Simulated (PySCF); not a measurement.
C2H8GaP. Atoms are numbered in the order given.

```xyz
12

Ga    -0.2081     0.0162    -0.2514
C     -1.6422    -1.3451    -0.4291
H     -1.8159    -1.5988    -1.4873
H     -2.5837    -0.9224    -0.0362
H     -1.4241    -2.2669     0.1300
C     -0.0790     1.5568    -1.4976
H      0.5495     1.2667    -2.3579
H      0.3906     2.4326    -1.0245
H     -1.0668     1.8445    -1.8909
P      1.2533    -0.0910     1.5812
H      2.4100     0.3241     0.8521
H      1.5196    -1.4889     1.4517
```
Charge 0, spin multiplicity 1.

The structure is a stationary point at B3LYP-D3(BJ)/def2-SVP. The structure was generated by enumeration; whether it is a known compound was not checked. The values are those of a single conformer.

The numbers are results of KT2/pcSseg-1 run with PySCF, not measurements.

GIAO shieldings, no solvent; atoms alike by connectivity are averaged. δ = σ(ref) − σ: ¹³C against TMS (σ = 185.1 ppm); ¹H against TMS (σ = 31.47 ppm); ³¹P against PH3 (σ = 597.6 ppm), references at their B3LYP-D3(BJ)/def2-TZVP geometries, non-relativistic.

### Question
Estimate the chemical shifts. (An estimate is asked for; the answer gives what the named calculation found.)

### Answer

```tsv
nucleus	atoms	count	δ (ppm)
¹³C	C2, C6	2	7.7
¹H	H11, H12	2	2.15
¹H	H3, H4, H5, H7, H8, H9	6	0.78
³¹P	P10	1	31.5
```
